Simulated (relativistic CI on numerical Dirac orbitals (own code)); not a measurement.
## Transition arrays of Rh21+

Calculated at this level of theory: Dirac-Coulomb-Breit CI, KLI orbitals optimised for each configuration, model QED (radiative potential, 1s self-energy scaled to tabulated hydrogen-like ionisation energies), valence Slater integrals scaled by 0.9, whole transition arrays (own radial code, finite nucleus).

Configurations in the expansion (outside the closed core [Ne] 3s2): 3p⁶3d⁶, 3p⁶3d⁵4f, 3p⁵3d⁷, 3p⁶3d⁵4p, 3p⁶3d⁵5f. Levels of other configurations are missing.

All E1 lines from the levels of 3p⁶3d⁶; mean and standard deviation are weighted by gf, and upper levels are sorted by their leading configuration.

```csv
Upper configuration,Lines,Σgf,Mean (eV),Mean (nm),σ (eV),Strongest line (nm)
3p⁶3d⁵4f,5470,849.2,569.18,2.178,6.10,2.153
3p⁵3d⁷,1718,163.8,194.73,6.367,15.49,5.755
3p⁶3d⁵4p,3245,55.4,438.38,2.828,5.89,2.837
3p⁶3d⁵5f,5470,314.1,720.83,1.720,6.78,1.716
```

Σgf per state of the lower configuration in bins of 0.2 nm over the central range (centre: value): 1.7: 1.50, 2.1: 3.42, 2.3: 0.63, 2.7: 0.05, 2.9: 0.21, 5.7: 0.05, 5.9: 0.15, 6.1: 0.13, 6.3: 0.11, 6.5: 0.05, 6.7: 0.07, 6.9: 0.09.

(1) How do configuration mixing and the scaling of the Slater integrals move the arrays?

## Answers

(1) Slater scale 0.9, no configuration mixing: 3p⁶3d⁵4f 569.4 ± 6.2 eV (Σgf 868.7), 3p⁵3d⁷ 195.3 ± 15.6 eV (Σgf 178.0), 3p⁶3d⁵4p 438.5 ± 5.9 eV (Σgf 52.6), 3p⁶3d⁵5f 720.4 ± 6.8 eV (Σgf 243.1); Slater scale 1: 3p⁶3d⁵4f 570.3 ± 6.6 eV (Σgf 853.4), 3p⁵3d⁷ 196.1 ± 16.4 eV (Σgf 163.3), 3p⁶3d⁵4p 438.5 ± 6.5 eV (Σgf 55.7), 3p⁶3d⁵5f 721.3 ± 7.4 eV (Σgf 316.2); Slater scale 0.8: 3p⁶3d⁵4f 568.1 ± 5.6 eV (Σgf 844.9), 3p⁵3d⁷ 193.4 ± 14.6 eV (Σgf 164.3), 3p⁶3d⁵4p 438.3 ± 5.3 eV (Σgf 55.0), 3p⁶3d⁵5f 720.4 ± 6.1 eV (Σgf 312.1). With mixing, levels are counted to their leading configuration, so an array can shrink or vanish into another, and the sums then hold other lines.
